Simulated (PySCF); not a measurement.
Molecular orbitals of SiBr

CAM-B3LYP at R = 2.249 Å; PySCF, no relativity, basis sets Si 6-31G(d,p), Br 6-31G(d,p). State: ²Π (doublet), unpaired electrons π ↑. Only the outer orbitals are listed, counted within each symmetry.

```
spin  orbital  occ.  ε (eV)  on Si (%)            main shells (%)
   α      10σ     1  -23.60          8                    91 Br s
   α      11σ     1  -15.09         68           67 Si s, 26 Br p
   α       5π     1  -10.53         13           86 Br p, 13 Si p
   α       5π     1  -10.37          8                    92 Br p
   α      12σ     1  -10.22         52  48 Br p, 28 Si s, 22 Si p
   α       6π     1   -6.48         87           87 Si p, 12 Br p
   α       6π     0   -2.07         92                    92 Si p
   α      13σ     0    0.72         95           91 Si p, 15 Br p
   α      14σ     0    5.29        102           88 Si s, 12 Si p
   β      10σ     1  -23.51          7                    92 Br s
   β      11σ     1  -14.37         59           57 Si s, 35 Br p
   β       5π     1  -10.35          7                    92 Br p
   β       5π     1  -10.11          6                    94 Br p
   β      12σ     1   -9.80         60  40 Br p, 36 Si s, 23 Si p
   β       6π     0   -1.81         93                    93 Si p
   β       6π     0   -1.00         95                    95 Si p
   β      13σ     0    0.95         96           90 Si p, 14 Br p
```

Question: Which are the highest filled and the lowest empty level, where do they sit, and how wide is the gap?

Answer: Highest filled α 6π at -6.48 eV (in %: 87 Si p, 12 Br p); lowest empty α 6π at -2.07 eV (in %: 92 Si p); the gap at CAM-B3LYP is 4.41 eV. Both belong to one degenerate shell, split only by its one-sided filling, so this is no excitation gap.

The bond order (Mayer) is 1.05, the ⟨S²⟩ is 0.754 and the charge on Si (Mulliken, basis-dependent) is 0.25. The charge on Si (Löwdin, basis-dependent) is 0.17 and the dipole moment (positive dipole means Si(−)Br(+)) is -1.24 D. The polarisability along the bond is 61.4 bohr³ and the polarisability across the bond is 28.1 bohr³.

Shares are Mulliken populations and can fall outside 0 to 100 %.

Spin–orbit coupling is left out. The state was picked by a PBE0 search and need not be the measured ground state.
